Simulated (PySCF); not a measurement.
C₂H₆F₂InN, SMILES `C[N](C)[In]([F])[F]` (C–N–In–F torsion 180°), neutral singlet in the gas phase. 

Cartesian coordinates (Å):
```xyz
12

C     -0.5561     1.3586     0.0701
N     -0.0430     0.0113    -0.0133
C     -1.0480    -1.0228    -0.0920
In     1.9037    -0.3963     0.0258
F      2.5832    -2.2137    -0.0761
F      3.2589     0.9898     0.1520
H     -1.1923     1.5002     0.9654
H     -1.1742     1.6133    -0.8126
H      0.2610     2.0927     0.1248
H     -1.6927    -0.8962    -0.9832
H     -1.7122    -1.0171     0.7942
H     -0.5883    -2.0199    -0.1552
```
Charge 0, spin multiplicity 1.

All levels are single points at this geometry (CAM-B3LYP-D3(BJ)/def2-SVP); Pople sets use spherical d functions. Orbital energies aren't observables, and empty levels follow the basis.

B3LYP/6-31G* (LANL2DZ on In) in PySCF gives dipole (D) = 3.26.

Estimate the dipole (D) from each of these levels: CAM-B3LYP-D3(BJ)/def2-TZVP in PySCF; B3LYP/LANL2DZ in PySCF; M06-2X/6-31G* (LANL2DZ on In) in PySCF; PBE/6-31G* (LANL2DZ on In) in PySCF; HF/6-31G* (LANL2DZ on In) in PySCF.


```
level                                   dipole (D)
--------------------------------------  ----------
CAM-B3LYP-D3(BJ)/def2-TZVP in PySCF           3.65
B3LYP/LANL2DZ in PySCF                        4.12
M06-2X/6-31G* (LANL2DZ on In) in PySCF        3.33
PBE/6-31G* (LANL2DZ on In) in PySCF           3.25
HF/6-31G* (LANL2DZ on In) in PySCF            3.41
```
